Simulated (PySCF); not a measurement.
Problem. What does the PBE0-D3(BJ)/def2-SVP structure of `[H][Sb]([CH3])[CH3]` (SbMe2H) look like in three dimensions?

Solution. 
Z-matrix in Å and degrees, rows numbered from 1:
```
Sb
C   1  2.1741
H   2  1.0993  1  108.81
H   2  1.0980  1  110.76  3  -120.35
H   2  1.0991  1  109.73  3   118.61
C   1  2.1741  2   94.67  3    73.50
H   6  1.0988  1  109.67  2   162.21
H   6  1.0987  1  110.60  2    41.53
H   6  1.0993  1  109.09  2   -78.86
H   1  1.7220  2   93.49  3   167.14
```

Sb1 (antimony bonded to 2 C and H) is pyramidal (angles 94.7°, 93.5° and 93.3°, sum 281.5°, 1.07 Å off the plane of its three neighbours).

Method: PBE0-D3(BJ)/def2-SVP geometry optimisation, gas phase, def2 core potentials past Kr in PySCF 2.14.0.

Point group: near Cs, missed by 0.11 Å at most; the miss may be what the optimiser left on a soft mode. PBE0-D3(BJ)/def2-SVP frequencies: not computed here.

The run took 16 s on an Arm Neoverse V2 with one thread, shared host, and the process peaked at 0.34 GiB of memory. These figures are those of the optimisation.
